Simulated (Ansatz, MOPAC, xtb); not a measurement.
How methods differ on C2H4BCl (SMILES C=CBCl)

The species is C2H4BCl (8 atoms), meant as a singlet with charge 0. SMILES: `C=CBCl`. Geometry: relaxed at PBE0-D4/def2-TZVP. This is one conformer, not always the lowest.

```xyz
8

C     0.3574    1.2199   -0.2600
C     0.3538    0.0577    0.4011
B    -0.5286   -1.0944   -0.0864
Cl   -0.5551   -2.6276    0.7566
H    -0.2597    1.3604   -1.1428
H     0.9651    2.0670    0.0449
H     0.9840   -0.0487    1.2813
H    -1.2250   -0.9915   -1.0504
```

Quantity: the dipole moment, in D. The values are calculated.

| level | kind | program | value (D) | CPU time |
| --- | --- | --- | --- | --- |
| MNDO | semi-empirical | MOPAC | 2.29 | under 2 s |
| PM7 | semi-empirical | MOPAC | 2.47 | under 2 s |
| GFN2-xTB | semi-empirical | xtb | 2.16 | under 2 s |
| GFN1-xTB | semi-empirical | xtb | 2.17 | under 2 s |
| HF/STO-3G | Hartree–Fock | Ansatz | 2.78 | 0.39 s |
| HF/3-21G | Hartree–Fock | Ansatz | 3.18 | 0.67 s |
| HF/6-31G** (spherical functions) | Hartree–Fock | Ansatz | 2.54 | 2.5 s |
| HF/def2-SVP | Hartree–Fock | Ansatz | 2.18 | 2 s |
| HF/pcseg-2 | Hartree–Fock | Ansatz | 2.32 | 14 s |
| PBE/def2-SVP | GGA | Ansatz | 1.66 | 3.7 s |

The values span 1.66 to 3.18 D. Sets without polarisation functions give poor dipoles. CPU times are rough (shared hosts, several kinds of processor): they show what a rung costs within a factor of a few.
